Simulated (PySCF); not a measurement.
Working out the ionisation energy of F⁺

F⁺ [He] 2s2 2p4 (3P) → F²⁺ [He] 2s2 2p3 (4S). Computed with PySCF 2.14 in aug-cc-pVDZ (4s3p2d, 23 functions), with the non-relativistic Hamiltonian (point nucleus). Frozen: 1s2. Energies in hartree (1 hartree = 27.21139 eV):

```
            part  F⁺ (lower)  F²⁺ (upper)
             UHF  -98.801665   -97.575981
CCSD correlation   -0.118220    -0.084900
             (T)   -0.001221    -0.000512
```

**Question.** What does Hartree-Fock give?

**Answer.** (-97.575981) − (-98.801665) = 1.225684 hartree = 33.353 eV.

**Question.** What do CCSD and CCSD(T) give?

**Answer.** The CCSD correlation energies differ by 0.033320 hartree = 0.907 eV and the triples by 0.000709 hartree = 0.019 eV, so CCSD gives 34.260 eV and CCSD(T) 34.279 eV.

Measured between the centres of the two terms (NIST): 34.950 eV, so CCSD(T) (valence) is off by -0.671 eV.

A double-zeta basis recovers only part of the correlation energy.

What remains against the reference includes basis incompleteness, the frozen core and higher excitations.
